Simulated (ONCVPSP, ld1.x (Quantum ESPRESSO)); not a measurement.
## Potentials for tungsten compared

Generated with ld1.x 7.5 (TM, RRKJ, ultrasoft, PAW), atompaw 4.2 or ONCVPSP 4.0.1. The cutoff is in Ry: for ld1.x and atompaw files where the sum of valence levels is converged to 10 mRy in a Bessel basis, for ONCV files where the hardest occupied wave has 1 mHa per electron of residual kinetic energy. The error is the largest all-electron minus pseudo excitation energy over each file’s own four to seven test configurations (ionisations up to +4, promotions, holes and added fractions of an electron), all of which were solved. The labels leave out finer settings (local radius, basis sizes, second energies), which also bear on the numbers. Spin-polarised tests are not counted. The rows are a selection from randomly drawn settings: files with unsolved tests, undetermined cutoffs or missed reference levels are left out.

A true bound ghost makes a file unfit for plane-wave use even where its test errors are small: the radial tests pick states by their node count and pass the ghost by.

| potential | cutoff (Ry) | largest error (meV) | bound ghosts |
| --- | --- | --- | --- |
| ultrasoft, PBEsol, scalar-relativistic, rc 3.20/3.35/1.95 (spd), local smoothed, core correction no, reference 5d4 6s1 6p1 | 25 | -60 | none |
| TM, PBE, scalar-relativistic, rc 2.00/1.62/2.20 (spd), local smoothed, core correction yes, reference 5p6 5d4 6s2 6p0 | 50 | -160 | s |
| TM, PBEsol, scalar-relativistic, rc 2.15/2.05/2.60 (spd), local s, core correction yes, reference 5p6 5d5 6s1 6p0 | 30 | -473 | none |

Problem. Fill in the row for W: ONCV, PBE, scalar-relativistic, rc 1.45/1.45/2.15 (spd), local smoothed, core correction yes, reference 5s2 5p6 5d4 6s1, qcut 7.1/7.8/6.1, projectors 3/2/1.

Solution. cutoff 51 Ry, largest error -41 meV, bound ghosts: none.

Problem. Fill in the row for W: TM semilocal, LDA (PZ), scalar-relativistic, rc 2.35/2.65/2.65 (spd), local d, core correction yes, reference 5d4 6s1.5 6p0.5.

Solution. cutoff 25 Ry, largest error -122 meV, bound ghosts: none.
